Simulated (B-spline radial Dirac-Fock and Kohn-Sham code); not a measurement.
**Two-hole binding energies of Pb⁶⁰⁺**

System: the Pb⁶⁰⁺ ion, configuration 1s2 2s2 2p6 3s2 3p6 3d4.

Method: Dirac-Fock (average of configuration) total-energy differences with a finite nucleus, the Breit interaction including its frequency dependence, and self-energy and vacuum-polarisation corrections. Computed with an atomic code on a B-spline grid. U is the two-hole binding energy less the two single-hole energies, the effective repulsion of the holes after relaxation. Each two-hole energy is an average over J within one jj subconfiguration.

```tsv
holes	E(a) (eV)	E(b) (eV)	E(ab) (eV)	U (eV)
1s⁻²	92341.6	92341.6	186431.1	1747.9
1s⁻¹ 2p1/2⁻¹	92341.6	19446.3	?	?
1s⁻¹ 3p1/2⁻¹	92341.6	7339.6	99917.3	236.1
1s⁻¹ 3p3/2⁻¹	92341.6	6788.9	99337.7	207.2
2s⁻²	20080.5	20080.5	40511.5	350.5
2s⁻¹ 2p1/2⁻¹	20080.5	19446.3	39868.4	341.6
2s⁻¹ 2p3/2⁻¹	20080.5	17254.3	37653.1	318.2
2p3/2⁻²	17254.3	17254.3	34866.4	357.8
2p1/2⁻¹ 3s⁻¹	19446.3	7606.1	27237.3	184.8
2s⁻¹ 3p3/2⁻¹	20080.5	6788.9	27047.7	178.2
2p1/2⁻¹ 3p3/2⁻¹	19446.3	6788.9	26420.8	185.6
2p3/2⁻¹ 3p1/2⁻¹	17254.3	7339.6	24787.4	193.5
3p1/2⁻²	7339.6	7339.6	14832.8	153.6
3p1/2⁻¹ 3p3/2⁻¹	7339.6	6788.9	14267.8	139.3
```

Question: Give the missing two-hole energy and U.

Answer: E(ab) = 112381.2 eV and U = 593.3 eV.
